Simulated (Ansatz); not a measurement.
Relaxation of CH9NOSSi2 (15 atoms, charge 0, multiplicity 1), to a largest force component of 0.015 eV/Å in at most 40 steps.

Computed with RKS PBE0-D4/def2-SVP in Ansatz 0.2.0.

```xyz
15
Properties=species:S:1:pos:R:3
N -0.746 -1.942 -1.203
Si 0.269 -0.880 -0.375
O 0.966 -1.971 0.609
C -0.517 0.529 0.461
Si 0.717 1.623 1.123
S -1.635 1.445 -0.732
H -0.707 -2.843 -0.736
H -0.247 -2.126 -2.133
H 1.248 -0.403 -1.344
H 1.130 -2.842 0.237
H -1.255 0.153 1.282
H 1.590 2.200 0.077
H 0.051 2.812 1.829
H 1.558 0.962 2.153
H -0.661 1.802 -1.567
```

**Question.** Where does it end, and by what steps?

**Answer.** It converged. After 11 steps the energy has fallen by 1.164 eV; H10 moved furthest, 0.78 Å.

```
step  energy less start (eV)  largest force component (eV/Å)  accepted
   0                  0.0000                           3.471       yes
   1                 -0.7710                           1.474       yes
   2                 -0.9662                           0.523       yes
   3                 -1.0320                           0.432       yes
   4                 -1.0932                           0.281       yes
   5                 -1.1336                           0.585       yes
   6                 -1.1546                           0.336       yes
   7                 -1.1618                           0.105       yes
   8                 -1.1634                           0.060       yes
   9                 -1.1636                           0.200       yes
  10                 -1.1640                           0.026       yes
  11                 -1.1641                           0.012       yes
```

```xyz
15
Properties=species:S:1:pos:R:3
N -0.637 -2.216 -1.199
Si 0.386 -0.998 -0.540
O 1.351 -1.655 0.649
C -0.457 0.444 0.328
Si 0.654 1.611 1.316
S -1.437 1.374 -0.916
H -1.321 -2.681 -0.611
H -1.002 -2.088 -2.137
H 1.158 -0.451 -1.697
H 1.792 -2.478 0.418
H -1.208 0.031 1.024
H 1.683 2.180 0.390
H -0.158 2.735 1.873
H 1.344 0.897 2.432
H -0.388 1.812 -1.647
```

The run took 42 s on 2 threads of Intel(R) Xeon(R) 6975P-C (Granite Rapids), with other jobs on the host, peak memory 0.42 GiB.
